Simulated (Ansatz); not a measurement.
Computed with Ansatz.

A structure relaxed at PBE0-D4/def2-TZVP, charge 0, multiplicity 1:

```xyz
9

B    -1.3938    0.0484   -0.3135
C    -0.0068   -0.3506   -0.7482
Si    1.1126    0.1741    0.6839
S     1.2794    0.8954   -1.2464
H    -1.6626    1.1955   -0.1054
H    -2.1980   -0.8121   -0.0936
H     0.2244   -1.3555   -1.0944
H     0.5930    1.0601    1.7440
H     2.0517   -0.8554    1.1735
```

**Question.** Give its formula and SMILES.

**Answer.** CH5BSSi, `BC1[SiH2]S1`.

**Question.** Summarise the bond lengths by kind.

**Answer.** 1 × B–C 1.507 Å; 2 × B–H 1.196 to 1.198 Å; 1 × C–Si 1.892 Å; 1 × C–S 1.859 Å; 1 × C–H 1.088 Å; 1 × S–Si 2.067 Å; 2 × H–Si 1.476 to 1.477 Å.
